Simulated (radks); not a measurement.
The numbers below are computed, except where a source is named.
Task: Bi XXXI, configuration [Kr] 4d10 5s2 5p5 (not the ground configuration). Level of theory: Dirac Kohn-Sham, PBE, spin-unpolarised, spherical densities, finite nucleus; open shells are shared between the two j in proportion to 2j + 1; Fermi nuclear charge, rms radius 5.5211 fm (a radial shooting solver on a logarithmic mesh with Libxc functionals). Some entries of the table are withheld. Estimate them.

| orbital | occ. | eigenvalue (Ry) | <r> (bohr) |
|---|---|---|---|
| 1s1/2 | 2 | -6733.068 | 0.01580 |
| 2s1/2 | 2 | -1280.382 | (1) |
| 2p1/2 | 2 | -1233.726 | 0.05393 |
| 2p3/2 | 4 | -1063.558 | 0.06298 |
| 3s1/2 | 2 | -375.7781 | 0.1704 |
| 3p1/2 | 2 | -354.8144 | (2) |
| 3p3/2 | 4 | -316.3601 | (3) |
| 3d3/2 | 4 | -282.0441 | (4) |
| 3d5/2 | 6 | -273.9155 | (5) |
| 4s1/2 | 2 | -145.0459 | 0.3571 |
| 4p1/2 | 2 | -135.8754 | 0.3547 |
| 4p3/2 | 4 | -124.7266 | 0.3818 |
| 4d3/2 | 4 | -109.9404 | 0.3738 |
| 4d5/2 | 6 | -107.6790 | 0.3816 |
| 5s1/2 | 2 | -72.06918 | 0.6584 |
| 5p1/2 | 1.66667 | (6) | 0.6685 |
| 5p3/2 | 3.33333 | (7) | 0.7078 |

Result: 
(1) 2s1/2 <r> (bohr): 0.06583
(2) 3p1/2 <r> (bohr): 0.1610
(3) 3p3/2 <r> (bohr): 0.1770
(4) 3d3/2 <r> (bohr): 0.1538
(5) 3d5/2 <r> (bohr): 0.1586
(6) 5p1/2 eigenvalue (Ry): -67.97260
(7) 5p3/2 eigenvalue (Ry): -64.04840
